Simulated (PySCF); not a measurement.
Stepwise substitution at one centre (Ga OH-SiH3). Isolated molecules, 0 K electronic values unless said otherwise. One relaxed conformer stands for each flexible species; it need not be the lowest. Strings in code marks are SMILES.

The numbers are results of PySCF with PBE-D3(BJ)/def2-TZVP // PBE0-D3(BJ)/def2-TZVP, not measurements. All candidates: neutral, multiplicity 1. Excitations are Tamm–Dancoff values on a coarser integration grid. The basis has no diffuse functions, so Rydberg states are missing or too high.

```yaml
LUMO: -3.37 eV
HOMO: -6.29 eV
T1 excitation (TDA): 2.64 eV
```

Question: Which member has these values?
A. `[OH][Ga]([SiH3])[SiH3]` (H–O–Ga–Si torsion 1°)
B. `[OH][Ga]([OH])[OH]`
C. `[SiH3][Ga]([SiH3])[SiH3]`
D. `[OH][Ga]([OH])[SiH3]` (H–O–Ga–Si torsion -179°, Si–Ga–O–H torsion -1°)

Answer: C, `[SiH3][Ga]([SiH3])[SiH3]`. The others give `[OH][Ga]([OH])[OH]`: -1.84 eV, -7.21 eV, 5.19 eV; `[OH][Ga]([SiH3])[SiH3]` (H–O–Ga–Si torsion 1°): -2.65 eV, -6.20 eV, 3.25 eV; `[OH][Ga]([OH])[SiH3]` (H–O–Ga–Si torsion -179°, Si–Ga–O–H torsion -1°): -1.85 eV, -6.91 eV, 4.77 eV
